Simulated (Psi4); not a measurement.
Calculation: SAPT0/jun-cc-pVDZ, frozen core in Psi4 1.11.

Psi4 input:

```
molecule {
0 1
Cl -0.89339434 -1.49913461 -0.00035064
B 0.00010453 0.00001150 0.00005522
Cl -0.85189636 1.52314199 -0.00012457
Cl 1.74518616 -0.02401887 0.00041999
--
1 1
O 1.63602229 -2.92545658 -0.13475079
H 2.00482338 -3.58457281 0.49150887
H 0.65801597 -2.85671230 -0.09697867
H 2.08951124 -2.05620149 -0.09748128
units angstrom
symmetry c1
no_reorient
no_com
}
set basis jun-cc-pvdz
set scf_type df
set freeze_core true
energy('sapt0')
```

Part of the output:

```
    SAPT Results
  --------------------------------------------------------------------------------------------------------
    Electrostatics                -14.30681014 [mEh]      -8.97765890 [kcal/mol]     -37.56252485 [kJ/mol]
      Elst10,r                    -14.30681014 [mEh]      -8.97765890 [kcal/mol]     -37.56252485 [kJ/mol]

    Exchange                       39.50848687 [mEh]      24.79194980 [kcal/mol]     103.72951798 [kJ/mol]
      Exch10                       39.50848687 [mEh]      24.79194980 [kcal/mol]     103.72951798 [kJ/mol]
      Exch10(S^2)                  39.11731540 [mEh]      24.54648600 [kcal/mol]     102.70249744 [kJ/mol]

    Induction                     -32.50575520 [mEh]     -20.39766934 [kcal/mol]     -85.34384852 [kJ/mol]
      Ind20,r                     -43.63080046 [mEh]     -27.37874064 [kcal/mol]    -114.55265082 [kJ/mol]
      Exch-Ind20,r                 18.92850508 [mEh]      11.87781626 [kcal/mol]      49.69678325 [kJ/mol]
      delta HF,r (2)               -7.80345982 [mEh]      -4.89674497 [kcal/mol]     -20.48798095 [kJ/mol]

    Dispersion                     -6.90575014 [mEh]      -4.33342364 [kcal/mol]     -18.13104449 [kJ/mol]
      Disp20                       -8.23051088 [mEh]      -5.16472355 [kcal/mol]     -21.60920334 [kJ/mol]
      Exch-Disp20                   1.32476074 [mEh]       0.83129992 [kcal/mol]       3.47815885 [kJ/mol]
      Disp20 (SS)                  -4.11525544 [mEh]      -2.58236178 [kcal/mol]     -10.80460167 [kJ/mol]
      Disp20 (OS)                  -4.11525544 [mEh]      -2.58236178 [kcal/mol]     -10.80460167 [kJ/mol]
      Exch-Disp20 (SS)              0.77919466 [mEh]       0.48895203 [kcal/mol]       2.04577529 [kJ/mol]
      Exch-Disp20 (OS)              0.54556609 [mEh]       0.34234789 [kcal/mol]       1.43238357 [kJ/mol]

  Total HF                         -7.30407847 [mEh]      -4.58337844 [kcal/mol]     -19.17685538 [kJ/mol]
  Total SAPT0                     -14.20982861 [mEh]      -8.91680207 [kcal/mol]     -37.30789987 [kJ/mol]
```
